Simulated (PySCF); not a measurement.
**Correlation energy of Bi⁵⁺ (bismuth, charge +5)**

Starting occupation: [Xe] 4f14 5d10. All numbers are calculated (PySCF 2.14, X2C-1e with screened-nucleus spin-orbit coupling, Gaussian nucleus, in x2c-TZVPPall-2c with one added diffuse shell each of s, p, d, f type (12s12p10d4f, 126 functions)). Frozen: [Kr] 4d10 4f14; 18 electrons correlated; the 24 highest virtual spinors left out.

MP2 pair energies summed by pair of shells (mhartree):

| pair | energy | share (%) |
| --- | --- | --- |
| 5d3/2-5d5/2 | -101.34 | 30.7 |
| 5d5/2-5d5/2 | -74.38 | 22.5 |
| 5d3/2-5d3/2 | -31.02 | 9.4 |
| 5d5/2-5p3/2 | -28.37 | 8.6 |
| 5d3/2-5p3/2 | -20.11 | 6.1 |
| 5d5/2-5p1/2 | -13.61 | 4.1 |
| 5d5/2-5s1/2 | -10.56 | 3.2 |
| 5p3/2-5p3/2 | -9.91 | 3.0 |
| 5p1/2-5p3/2 | -9.28 | 2.8 |
| 5d3/2-5p1/2 | -8.71 | 2.6 |
| 5p3/2-5s1/2 | -7.56 | 2.3 |
| 5d3/2-5s1/2 | -7.08 | 2.1 |
| 5p1/2-5s1/2 | -3.71 | 1.1 |
| 5p1/2-5p1/2 | -2.38 | 0.7 |
| 5s1/2-5s1/2 | -2.07 | 0.6 |

Total MP2 correlation energy: -330.08 mhartree.

The virtual space was cut to 110 spinors, which keep -329.17 of the -330.08 mhartree of MP2 correlation.

```csv
level,correlation energy (mhartree)
CCSD,-319.66
```

Diagnostics: T1 = 0.0035, largest double amplitude 0.014.

Cost of the coupled-cluster step: 180 s of wall time on 4 threads of Neoverse-V2 (shared host), for 18 occupied and 110 virtual spinors.

This basis was not built for core-valence correlation, so the inner-shell part is incomplete.
